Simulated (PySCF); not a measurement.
cyclotrisilazane (H₉N₃Si₃), SMILES [SiH2]1N[SiH2]N[SiH2]N1.

Geometry optimised at PBE-D3(BJ)/def2-SVP.

Calculation: TDA-LC-ωPBE/def2-SVPD (PySCF).

Vertical excitations.  State labels are in the subgroup Cs.

Computed lowest excited states:
```csv
state,symmetry,energy (eV),λ (nm),f,main pairs
S1,A',7.06,176,0.016,"HOMO−1→LUMO 47 %, HOMO−1→LUMO+1 29 %"
S2,A",7.08,175,0.029,"HOMO→LUMO+1 36 %, HOMO→LUMO 25 %, HOMO−1→LUMO+2 20 %, HOMO−2→LUMO+2 6 %"
S3,A',7.19,172,0.010,"HOMO→LUMO+2 48 %, HOMO−1→LUMO 16 %, HOMO−1→LUMO+1 15 %"
S4,A",7.26,171,0.002,"HOMO→LUMO 45 %, HOMO→LUMO+1 23 %"
S5,A",7.79,159,0.002,"HOMO→LUMO+6 28 %, HOMO−1→LUMO+2 16 %, HOMO−1→LUMO+4 11 %, HOMO→LUMO+5 10 %"
S6,A',7.82,158,0.002,"HOMO−2→LUMO 35 %, HOMO−1→LUMO+6 26 %, HOMO−1→LUMO+5 6 %, HOMO→LUMO+10 6 %"
T1,A',6.59,188,0,"HOMO−1→LUMO+1 40 %, HOMO−1→LUMO 20 %, HOMO→LUMO+2 14 %, HOMO−2→LUMO 6 %"
T2,A",6.67,186,0,"HOMO→LUMO+1 44 %, HOMO−1→LUMO+2 23 %, HOMO→LUMO 7 %"
```
Triplets are in the Tamm–Dancoff approximation.
